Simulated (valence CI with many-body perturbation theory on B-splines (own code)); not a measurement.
How close is CI+MBPT for Nb²⁺?

Calculated by valence CI with perturbative core correlation (CI+MBPT): three valence electrons over a frozen Dirac-Fock core [Kr], a basis of 9 s, 9 p, 10 d, 8 f, 5 g, 3 h, 1 i functions for each j, with the one-electron correlation potential Σ1 (screened to all orders), the two-electron term Σ2, the three-electron term Σ3, Breit, model QED; selected single and double excitations, second order for the rest, scaled by the run's own slope (own B-spline code, finite nucleus).

Set against measurement, 24 paired levels are off by 556 cm⁻¹ on average, the worst by 1107. These come from a selection out of Shadmi, J. Res. Natl. Bur. Stand. 70A, 435 (1966). Levels without a partner in it may be off by more, other configurations by 1,000 to 8,000 cm⁻¹.

Measured levels: measured levels as listed in Shadmi, J. Res. Natl. Bur. Stand. 70A, 435 (1966). Pairs share parity and J, and are chosen by configuration, term and nearness in energy; levels without a clear partner are left out. Energies in cm⁻¹ above the measured ground level. The last column is blank where CI alone has no clear partner.

Letters in brackets count levels of one name in rising energy.

```
Computed label  Label in the source  Measured  Computed  Difference  CI alone, difference
    4d3 4F_3/2               4d3 4F         0       0.0           0                     0
    4d3 4F_5/2               4d3 4F     515.8     512.2          -4                   -94
    4d3 4F_7/2               4d3 4F    1176.6    1171.4          -5                  -205
    4d3 4F_9/2               4d3 4F      1939    1936.4          -3                  -322
    4d3 4P_3/2               4d3 4P    8607.5    9156.1        +549                      
    4d3 4P_1/2               4d3 4P    8664.3    9199.1        +535                      
    4d3 2G_7/2               4d3 2G    9236.1    9400.2        +164                  -293
    4d3 4P_5/2               4d3 4P    9593.7   10116.9        +523                   +52
    4d3 2G_9/2               4d3 2G    9804.5    9953.9        +149                  -327
    4d3 2H_9/2               4d3 2H   12916.4   12912.1          -4                   +64
4d3 2D_5/2 [a]               4d3 2D     13094   13731.9        +638                 -1495
   4d3 2H_11/2               4d3 2H   13263.8   13248.7         -15                   +94
    4d3 2F_7/2               4d3 2F     19861   20556.8        +696                 -1395
    4d3 2F_5/2               4d3 2F     19975   20654.5        +680                 -1816
 4d2.5s 4F_3/2        4d2(3F) 5s 4F   25220.2   25687.0        +467                 -8519
 4d2.5s 4F_9/2        4d2(3F) 5s 4F   27373.5   27838.3        +465                 -8836
 4d2.5s 2F_5/2        4d2(3F) 5s 2F     33658   34367.3        +709                      
 4d2.5s 4P_1/2        4d2(3P) 5s 4P   34514.5   35621.5       +1107                 -8110
 4d2.5s 4P_3/2        4d2(3P) 5s 4P   34807.2   35911.4       +1104                 -8159
 4d2.5s 4P_5/2           4d2(3P) 5s   34989.8   36075.6       +1086                      
 4d2.5s 2F_7/2        4d2(3F) 5s 2F   35079.2   35739.6        +660                 -7582
 4d2.5s 2D_3/2        4d2(1D) 5s 2D   36535.7   37609.8       +1074                 -8596
 4d2.5s 2D_5/2           4d2(1D) 5s   37114.7   38181.9       +1067                 -8681
 4d2.5s 2G_9/2        4d2(1G) 5s 2G   40875.2   41694.7        +820                 -7949
 4d2.5s 2G_7/2        4d2(1G) 5s 2G   40943.9   41761.8        +818                 -7958
```

Over 24 excited levels the mean absolute difference is 556 cm⁻¹, the median 593 and the largest 1107. For the 20 levels that pair on every rung the mean is CI alone 4027, + Σ1 1911, + Σ2 449, + Σ3 493, + Breit 485, + QED 523. The comparison draws on a selection of the measured levels: 25 of the 69 computed ones have a partner in it, and others may be off by more.
